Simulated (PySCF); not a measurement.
Identify the unknown among the candidates.

All candidates are C8H10O3.

- 13C NMR: chemical shifts (computed TMS as zero) by class: 149.6 (1 C), 134.2 (1 C), 133.4 (1 C), 123.7 (1 C), 68.4 (1 C), 60.7 (1 C), 19.6 (1 C), 19.4 (1 C) ppm [GIAO PBE0/pcSseg-1]
- Dipole: 0.83 D [PBE0/pcSseg-1]
- 1H NMR: chemical shifts (computed TMS as zero) by class: 5.53 (1 H), 5.46 (1 H), 4.72 (1 H), 3.53 (3 H), 2.76 (1 H), 1.25 (1 H), 0.94 (1 H), 0.41 (1 H) ppm [GIAO PBE0/pcSseg-1]
- Rotational structure: rotational constants A, B, C: 2.508, 0.594, 0.557 GHz [GFN2-xTB]
- NMR, other nuclei: isotropic shieldings of nuclei other than C and H, by class: 215 (1 O), 237 (1 O), 289 (1 O) ppm [GIAO PBE0/pcSseg-1]

Gas-phase values; electronic properties from PySCF, density fitting. Levels stand in brackets. The structure is a single GFN2-xTB conformer in the gas phase; no vibrational or solvent corrections. NMR values are class means; diastereotopic atoms form classes of their own.

Problem. Which candidate is it?
A. `COc1cc(O)cc(OC)c1`
B. `CO[C@@H]1C[C@H]1C1=COC=CO1`
C. `COC(=O)[C@H]1CCC=CC1=O`

Solution. B. It is `CO[C@@H]1C[C@H]1C1=COC=CO1`. Numbering: `[CH3:1][O:2][C@@H:3]1[CH2:4][C@H:5]1[C:6]1=[CH:7][O:8][CH:9]=[CH:10][O:11]1`. Its formula, C8H10O3, gives 4 degrees of unsaturation: 2 rings and 2 π bonds in the structure found. 8 carbons fall into 8 classes; from least to most shielded: vinylic carbon bearing oxygen [C6] (149.6 ppm), vinylic carbon bearing oxygen [C9] (134.2 ppm), vinylic carbon bearing oxygen [C10] (133.4 ppm), vinylic carbon bearing oxygen [C7] (123.7 ppm), ring sp3 carbon bound to oxygen [C3] (68.4 ppm), methoxy carbon [C1] (60.7 ppm), three-membered-ring carbon [C4] (19.6 ppm), allylic carbon [C5] (19.4 ppm). Hydrogen classes from least to most shielded: 1 H on a vinylic carbon bearing oxygen, C10 (5.53 ppm), 1 H on a vinylic carbon bearing oxygen, C9 (5.46 ppm), 1 H on a vinylic carbon bearing oxygen, C7 (4.72 ppm), 3 H on a methoxy carbon, C1 (3.53 ppm), 1 H on an sp3 carbon bound to oxygen, C3 (2.76 ppm), 1 H on a three-membered-ring carbon, C4 (1.25 ppm), 1 H on an allylic carbon, C5 (0.94 ppm), 1 H on a three-membered-ring carbon, C4 (0.41 ppm). The other shieldings belong to: 215 ppm, cyclic ether oxygen [O11]; 237 ppm, cyclic ether oxygen [O8]; 289 ppm, ether oxygen [O2]. The optimised geometry has point group C1 and is an asymmetric top.

The others, at the same levels:
- `COC(=O)[C@H]1CCC=CC1=O` fails: its computed 13C shifts are 195.9 (1 C), 176.7 (1 C), 162.6 (1 C), 132.8 (1 C), 57.4 (1 C), 51.3 (1 C), 29.6 (1 C), 27.5 (1 C) ppm, 1H shifts are 7.45 (1 H), 6.11 (1 H), 4.01 (3 H), 3.99 (1 H), 3.46 (1 H), 2.27 (1 H), 2.19 (1 H), 2.13 (1 H) ppm and rotational constant A is 1.798 GHz (against 2.508 GHz).
- `COc1cc(O)cc(OC)c1` fails: it has 5 carbon classes against 8; its computed 13C shifts are 168.7 (2 C), 165.2 (1 C), 95.8 (2 C), 94.9 (1 C), 56.0 (2 C) ppm, 1H shifts are 5.92 (2 H), 5.91 (1 H), 4.25 (1 H), 3.87 (6 H) ppm and rotational constant A is 1.391 GHz (against 2.508 GHz).

Each candidate is one conformer, not necessarily the lowest. The conformers computed, where there is a choice (atom-mapped SMILES and torsion angles):
- `[CH3:1][O:2][C@@H:3]1[CH2:4][C@H:5]1[C:6]1=[CH:7][O:8][CH:9]=[CH:10][O:11]1`: C1–O2–C3–C4 154°, C4–C5–C6–C7 31°
- `[CH3:1][O:2][c:3]1[cH:4][c:5]([OH:6])[cH:7][c:8]([O:9][CH3:10])[cH:11]1`: C1–O2–C3–C4 180°, C7–C8–O9–C10 0°, H–O6–C5–C4 0°

The conformers of `COC(=O)[C@H]1CCC=CC1=O` aren't listed.
